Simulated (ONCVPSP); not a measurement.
# As: excitation energies, all-electron against ONCV

ONCVPSP 4.0.1 input, shortened (lines: element, Z, core and valence counts, functional; n l f; lmax; l rc ep ncon nbas qcut; lloc lpopt rc5 dvloc0; l nproj debl; icmod fcfact rcfact), LDA (Perdew-Wang 92), scalar-relativistic:

```
  As 33.00    6    2  -001012      upf
    1    0    2.00
    2    0    2.00
    2    1    6.00
    3    0    2.00
    3    1    6.00
    3    2   10.00
    4    0    2.00
    4    1    3.00
    1
    0    1.70    0.00    4    7    4.50
    1    1.60    0.00    3    8    5.20
    4    5    1.55    0.00
    0    2    3.20
    1    1    1.90
    3    5.50    1.70
```

Energies are relative to the spin-unpolarised reference configuration 4s2 4p3; without spin polarisation the order of configurations can differ from experiment.

| valence configuration | charge | ΔE all-electron (eV) | error AE − PS (meV) |
| --- | --- | --- | --- |
| 4s2 4p2 | +1 | 9.320 | -25 |
| 4s2 4p1 | +2 | 27.477 | -165 |
| 4s2 4p0 | +3 | 55.513 | -569 |
| 4s1 4p4 | 0 | 9.485 | -8.3 |

Levels in the configuration 4s2 4p2:

```csv
level,all-electron (eV),pseudo (eV)
4s,-23.604,-23.670
4p,-13.539,-13.601
```
